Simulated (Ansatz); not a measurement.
A search over several starts for the lowest SCF solution of the cluster Li7Sn2 at the given spin, in a small basis.

```yaml
crystal:
  periodic: [false, false, false]
  atoms:
    - {symbol: Li, position_ang: [-0.070364, -0.374420, 2.900321]}
    - {symbol: Li, position_ang: [0.553291, -2.110463, -1.949465]}
    - {symbol: Li, position_ang: [-1.223543, -0.979347, 0.200344]}
    - {symbol: Li, position_ang: [-1.964774, 2.199661, -1.042117]}
    - {symbol: Li, position_ang: [1.057780, 2.777622, -0.860871]}
    - {symbol: Li, position_ang: [0.606875, -3.208189, 1.220892]}
    - {symbol: Li, position_ang: [1.465776, -0.410753, 0.338079]}
    - {symbol: Sn, position_ang: [-0.399349, 1.579916, 1.060679]}
    - {symbol: Sn, position_ang: [-0.025701, 0.525972, -1.867862]}
basis:
  gaussian: {orbitals: def2-SVP, initial_orbitals: start.molden}
magnetization: {spin_polarized: true, initial_magnetization: 1}
hamiltonian: {xc: pbe, dispersion: d4}
output: {orbitals: {seedname: orbitals}}
```

The file start.molden holds the orbitals of an earlier run on this structure, at another level or in another basis.

```sh
$ ansatz run in.yaml --threads 4 --pin off --events-out ev --progress --plain --max-ram 8704MiB
```

Shortened log:

```
Functional definition: PBE
1534 factors; their error is unknown
mean field evaluation 1: about -13093.6473 eV, gradient 2.2e0 eV
mean field evaluation 2: about -13093.6855 eV, gradient 5.4e-2 eV
mean field evaluation 4: about -13093.5840 eV, gradient 5.2e-4 eV
mean field evaluation 8: about -13093.5840 eV, gradient 1.2e-5 eV
mean field evaluation 16: about -13093.6836 eV, gradient 2.0e-1 eV
mean field evaluation 32: about -13092.0436 eV, gradient 3.3e0 eV
mean field evaluation 64: about -13092.6011 eV, gradient 1.2e0 eV
mean field evaluation 96: about -13093.4997 eV, gradient 2.0e0 eV
mean field -13093.58402810 eV, -481.1803378825 hartree, gradient 1.2e-5 eV, S^2 0.755384; 11 other end points of the search recorded, 0 dependent functions left out
reference -13093.58409409 eV, -481.1803403078 hartree; 33, 32 occupied and 82, 83 virtual orbitals, 1534 factors
Total energy: -13093.81564526 eV, -481.1888496563 hartree
```

Hardware: 4 threads of Arm Neoverse N1 on a shared host. Wall time 27 s.

In the def2 sets Sn takes a core potential; there is no spin–orbit coupling. The structure comes from a short search, and lower isomers may exist.
